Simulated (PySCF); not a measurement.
# TDDFT excited states: C4H4F2O4

Compound: C4H4F2O4.
SMILES: `O=CO[C@@H]1O[C@@H]1OC(F)F`

Method used: PySCF, TDDFT wB97X-D/def2-SVPD, vertical, gas phase, core orbitals frozen in the response. One conformer (not necessarily the lowest) at the GFN2-xTB geometry, without solvent, vibrations or thermal averaging. Torsions of this conformer, `[O:1]=[CH:2][O:3][C@@H:4]1[O:5][C@@H:6]1[O:7][CH:8]([F:9])[F:10]`: O1–C2–O3–C4 -1°, C2–O3–C4–O5 -142°, O5–C6–O7–C8 -25°, C6–O7–C8–F9 -104°.

Q: What does the calculation give for the low-lying excited states?

A: 

```tsv
state	λ (nm)	E (eV)	f	main configurations (H = HOMO, L = LUMO)
S1	208.1	5.96	0.0015	H-1→L (90%)
S2	163.8	7.57	0.184	H→L (89%)
S3	144.5	8.58	0.0072	H→L+1 (57%), H→L+2 (14%)
S4	143.6	8.63	0.029	H-2→L (33%), H-3→L (17%), H-5→L (16%)
S5	138.5	8.95	0.014	H→L+3 (48%), H→L+2 (35%)
S6	137.5	9.01	0.010	H-1→L+1 (45%), H-1→L+3 (12%), H-1→L+2 (12%)
S7	134.6	9.21	0.066	H-3→L (51%), H-2→L (14%)
S8	133.6	9.28	0.0039	H→L+2 (25%), H→L+4 (22%), H→L+1 (11%)
```

Triplets, Tamm–Dancoff:

```json
{"state": "T1", "E (eV)": "5.44", "λ (nm)": "228.1", "main configurations (H = HOMO, L = LUMO)": "H-1→L (89%)"}
{"state": "T2", "E (eV)": "6.17", "λ (nm)": "200.8", "main configurations (H = HOMO, L = LUMO)": "H→L (43%), H-3→L (39%)"}
{"state": "T3", "E (eV)": "7.67", "λ (nm)": "161.7", "main configurations (H = HOMO, L = LUMO)": "H→L (41%), H-3→L (22%), H-6→L (8%)"}
```

The lowest singlet comes at 208 nm (575 kJ/mol) in the ultraviolet; it is very weak; its leading configuration is HOMO-1→LUMO (90%). The strongest level in the table is S2 at 7.57 eV (164 nm, f = 0.184). S1 has the pattern of n→π* at C=O. Orbital energies (eV): HOMO-3 -12.42, HOMO-2 -12.08, HOMO-1 -11.06, HOMO -10.58, LUMO 1.11, LUMO+1 2.21, LUMO+2 2.45. The oscillator strengths of these states sum to 0.315; summed over the whole spectrum of an exact calculation they would give the number of electrons, 78 (Thomas–Reiche–Kuhn). Of the 8 states listed, 4 reach f = 0.01 and none stays under 0.0005. Only the lowest 8 singlets were computed, as vertical energies without vibronic structure.
